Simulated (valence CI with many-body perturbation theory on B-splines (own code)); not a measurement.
# Energy levels of Zr XXVIII

Computed by configuration interaction combined with many-body perturbation theory (CI+MBPT): three valence electrons over a frozen Dirac-Fock core [Ne], radial functions for each j: 11 s, 11 p, 9 d, 7 f, 5 g, 2 h, 1 i, with the one-electron correlation potential Σ1, the two-electron term Σ2, the three-electron term Σ3, Breit, model QED; selected CI, second order for the rest (own B-spline code, finite nucleus).

The last digits are not significant, and no measured levels were compared; by estimate large intervals hold to a few tenths of a per cent, small ones and those within an open d or f shell to about a per cent.

Levels 1 to 45 of 69, with energies above the lowest level, 3s2.3p 2P°_1/2. "Leading %" is the weight of the configuration and term that name the level; weights of strongly mixed levels are sums over their largest components and can fall short. Lifetimes count E1, E2, E3, M1 and M2 decay at the calculated energies, and are blank where another channel may lead or the interval is too uncertain; long ones can be off by a factor of two.

| No. | Configuration | Term | J | E (cm⁻¹) | Leading % | Lifetime | g | Second component |
| --- | --- | --- | --- | --- | --- | --- | --- | --- |
| 1 | 3s2.3p | 2P° | 1/2 | 0 | 98 |  | 0.662 |  |
| 2 | 3s2.3p | 2P° | 3/2 | 161740 | 98 | 26.2 μs | 1.331 |  |
| 3 | 3s.3p2 | 4P | 1/2 | 496200 | 86 | 553 ps | 2.541 | 12 % 3s.3p2 2S |
| 4 | 3s.3p2 | 4P | 3/2 | 593090 | 97 | 4.87 ns | 1.708 |  |
| 5 | 3s.3p2 | 4P | 5/2 | 642370 | 70 | 752 ps | 1.476 | 28 % 3s.3p2 2D |
| 6 | 3s.3p2 | 2D | 3/2 | 730430 | 77 | 57.3 ps | 0.858 | 12 % 3s2.3d 2D |
| 7 | 3s.3p2 | 2D | 5/2 | 799950 | 58 | 248 ps | 1.316 | 30 % 3s.3p2 4P |
| 8 | 3s.3p2 | 2P | 1/2 | 806720 | 67 | 10.5 ps | 1.156 | 22 % 3s.3p2 2S |
| 9 | 3s.3p2 | 2P | 3/2 | 968300 | 72 | 7.68 ps | 1.197 | 25 % 3s2.3d 2D |
| 10 | 3s.3p2 | 2S | 1/2 | 968860 | 65 | 13.7 ps | 1.631 | 29 % 3s.3p2 2P |
| 11 | 3s2.3d | 2D | 3/2 | 1034900 | 61 | 7.76 ps | 0.893 | 19 % 3s.3p2 2D |
| 12 | 3s2.3d | 2D | 5/2 | 1051100 | 84 | 11.3 ps | 1.200 | 13 % 3s.3p2 2D |
| 13 | 3p3 | 2D° | 3/2 | 1277600 | 32 | 25.9 ps | 1.217 | 27 % 3p3 2P° |
| 14 | 3p3 | 2D° | 5/2 | 1365300 | 48 | 130 ps | 1.172 | 36 % 3s.3p.3d 2D° |
| 15 | 3s.3p.3d | 4F° | 3/2 | 1368600 | 60 | 36.1 ps | 0.819 | 20 % 3p3 4S° |
| 16 | 3p3 | 4S° | 3/2 | 1393900 | 40 | 17.7 ps | 1.164 | 30 % 3s.3p.3d 4F° |
| 17 | 3s.3p.3d | 4F° | 5/2 | 1413400 | 77 | 85.3 ps | 1.071 | 11 % 3p3 2D° |
| 18 | 3s.3p.3d | 4F° | 7/2 | 1458200 | 83 | 104 ps | 1.254 | 12 % 3s.3p.3d 4D° |
| 19 | 3s.3p.3d | 4P° | 5/2 | 1485500 | 54 | 15.2 ps | 1.456 | 26 % 3s.3p.3d 4D° |
| 20 | 3s.3p.3d | 4D° | 3/2 | 1486600 | 57 | 11.1 ps | 1.344 | 30 % 3s.3p.3d 4P° |
| 21 | 3s.3p.3d | 4D° | 1/2 | 1489200 | 75 | 10.1 ps | 0.316 | 8 % 3s.3p.3d 4P° |
| 22 | 3p3 | 2P° | 1/2 | 1499700 | 75 | 13.6 ps | 0.615 | 15 % 3s.3p.3d 2P° |
| 23 | 3s.3p.3d | 4F° | 9/2 | 1555300 | 100 | 47.7 μs | 1.331 |  |
| 24 | 3p3 | 2P° | 3/2 | 1575100 | 34 | 13.9 ps | 1.223 | 27 % 3s.3p.3d 2D° |
| 25 | 3s.3p.3d | 2F° | 5/2 | 1577400 | 73 | 16.6 ps | 0.947 | 12 % 3p3 2D° |
| 26 | 3s.3p.3d | 4D° | 7/2 | 1600800 | 82 | 11.9 ps | 1.389 | 15 % 3s.3p.3d 4F° |
| 27 | 3s.3p.3d | 4D° | 5/2 | 1601200 | 61 | 10.7 ps | 1.341 | 18 % 3s.3p.3d 4P° |
| 28 | 3s.3p.3d | 4P° | 1/2 | 1603800 | 90 | 13.2 ps | 2.413 | 9 % 3s.3p.3d 4D° |
| 29 | 3s.3p.3d | 4P° | 3/2 | 1606100 | 32 | 11.6 ps | 1.310 | 18 % 3s.3p.3d 4D° |
| 30 | 3s.3p.3d | 4P° | 3/2 | 1611200 | 32 | 10.8 ps | 1.215 | 22 % 3s.3p.3d 2D° |
| 31 | 3s.3p.3d | 2D° | 5/2 | 1653900 | 55 | 13.6 ps | 1.255 | 24 % 3s.3p.3d 4P° |
| 32 | 3s.3p.3d | 2F° | 7/2 | 1720700 | 99 | 16.5 ps | 1.142 |  |
| 33 | 3s.3p.3d | 2D° | 3/2 | 1727200 | 47 | 6.20 ps | 1.083 | 30 % 3s.3p.3d 2P° |
| 34 | 3s.3p.3d | 2F° | 7/2 | 1796600 | 91 | 8.50 ps | 1.157 | 5 % 3s.3p.3d 4D° |
| 35 | 3s.3p.3d | 2F° | 5/2 | 1801700 | 86 | 6.35 ps | 0.898 | 9 % 3s.3p.3d 2D° |
| 36 | 3s.3p.3d | 2P° | 1/2 | 1803800 | 89 | 9.20 ps | 0.647 | 6 % 3s.3p.3d 4D° |
| 37 | 3s.3p.3d | 2P° | 1/2 | 1833500 | 84 | 5.36 ps | 0.659 | 13 % 3p3 2P° |
| 38 | 3s.3p.3d | 2P° | 3/2 | 1854400 | 75 | 6.62 ps | 1.225 | 16 % 3s.3p.3d 2D° |
| 39 | 3s.3p.3d | 2D° | 5/2 | 1861700 | 73 | 5.34 ps | 1.152 | 11 % 3s.3p.3d 2F° |
| 40 | 3s.3p.3d | 2P° | 3/2 | 1869900 | 33 | 4.90 ps | 1.108 | 30 % 3s.3p.3d 2D° |
| 41 | 3p2.3d | 4F | 3/2 | 2035300 | 59 | 21.9 ps | 0.662 | 14 % 3p2.3d 2D |
| 42 | 3p2.3d | 4F | 5/2 | 2085900 | 38 | 22.6 ps | 1.129 | 25 % 3p2.3d 4D |
| 43 | 3p2.3d | 2F | 5/2 | 2118500 | 58 | 31.3 ps | 0.914 | 33 % 3p2.3d 4F |
| 44 | 3p2.3d | 2F | 7/2 | 2149500 | 52 | 29.1 ps | 1.140 | 19 % 3p2.3d 4F |
| 45 | 3p2.3d | 2P | 3/2 | 2150900 | 46 | 14.7 ps | 1.043 | 27 % 3p2.3d 4F |

Names give the largest LS component (configuration and term), which can be under half, so a name can repeat, a term be missing and a line seem to break the LS rules; names also repeat where a configuration has a term twice.

Where two levels of one J and parity lie close, their mixing, g and order are uncertain.

The ionisation energy to 3s2 1S_0 of the next ion comes out as 1404.8 eV (NIST: 1392 ± 7 eV (semi-empirical)). All 69 levels together are meant to be complete up to 2460100 cm⁻¹.
